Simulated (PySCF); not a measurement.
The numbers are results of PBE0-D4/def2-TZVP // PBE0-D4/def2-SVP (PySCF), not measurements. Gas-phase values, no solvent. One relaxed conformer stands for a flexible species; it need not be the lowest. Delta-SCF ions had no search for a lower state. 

Reference species (SMILES): `[F][Sn]([F])([F])[F]` (neutral, multiplicity 1).

The HOMO–LUMO gap is 8.45 eV. The HOMO comes out as -12.39 eV and the vertical ionisation energy (Delta-SCF) is 14.75 eV.

After one change: the HOMO–LUMO gap falls by 0.88 eV; the HOMO increases by 5.40 eV; the vertical ionisation energy (Delta-SCF) falls by 6.18 eV.

Q: Which change was made? The new species is one of these.
(A) `C[CH2][Sn]([CH2]C)([CH2]C)[CH2]C`
(B) `C[CH2][Sn]([F])([F])[CH2]C` (C–C–Sn–F torsion 17°, F–Sn–C–C torsion 46°)
(C) `C[CH2][Sn]([F])([F])[F]`

A: A, `C[CH2][Sn]([CH2]C)([CH2]C)[CH2]C`
